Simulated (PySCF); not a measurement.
Geometry:
| atom | x (Å) | y (Å) | z (Å) |
| --- | --- | --- | --- |
| O1 | 0.718 | 0.010 | -2.432 |
| C2 | 0.500 | 0.010 | -1.254 |
| C3 | 0.339 | 1.161 | -0.261 |
| C4 | -1.043 | 0.815 | 0.313 |
| C5 | -1.073 | -0.745 | 0.309 |
| C6 | 0.295 | -1.140 | -0.269 |
| C7 | 1.378 | -0.794 | 0.763 |
| C8 | 1.408 | 0.766 | 0.769 |
| H9 | 0.439 | 2.166 | -0.688 |
| H10 | -1.175 | 1.238 | 1.321 |
| H11 | -1.843 | 1.228 | -0.320 |
| H12 | -1.220 | -1.167 | 1.314 |
| H13 | -1.889 | -1.123 | -0.325 |
| H14 | 0.355 | -2.145 | -0.703 |
| H15 | 2.352 | -1.207 | 0.461 |
| H16 | 1.139 | -1.215 | 1.752 |
| H17 | 2.397 | 1.144 | 0.471 |
| H18 | 1.184 | 1.189 | 1.760 |

Theoretical values (PySCF): PBE0-D3(BJ)/def2-SVP structure, shielding tensors at PBE0/pcSseg-1 (GIAO). Fast rotation and ring inversion assumed for equivalent nuclei, isolated molecule, one conformer, no relativistic terms.

References, each an isolated molecule treated in the same way: 13C (184.41 ppm) and 1H (31.27 ppm) against TMS; 17O (334.56 ppm) against H2O.

```csv
atoms,nucleus,count,δ (ppm)
O1,17O,1,620.8
H9/H14,1H,2,1.38
C4/C5/C7/C8,13C,4,26.5
H11/H13/H15/H17,1H,4,1.80
H10/H12/H16/H18,1H,4,?
C3/C6,13C,2,?
C2,13C,1,217.2
```

Complete the table.

## Answers


- C3/C6: 39.3 ppm, sp3 CH α to a carbonyl; the adjacent C=O deshields it moderately
- H10/H12/H16/H18: 1.30 ppm, hydrogen on an sp3 CH2 in a ring

Shifts are as computed. Against solution values, carbons near 30 ppm lie about +2 ppm off and those near 130 ppm about +5 ppm. Of 1211 compounds with measured shifts, 218 miss one by over three times the rms of a fit or turn the order of signals round; such compounds aren't used in these exercises. Unscaled 17O shifts of doubly bonded oxygen tend to come out too high, by tens of ppm or more. Experimental scales use liquid or dissolved standards, which lie at an offset from isolated H2O (liquid H2O: subtract about 36 ppm).
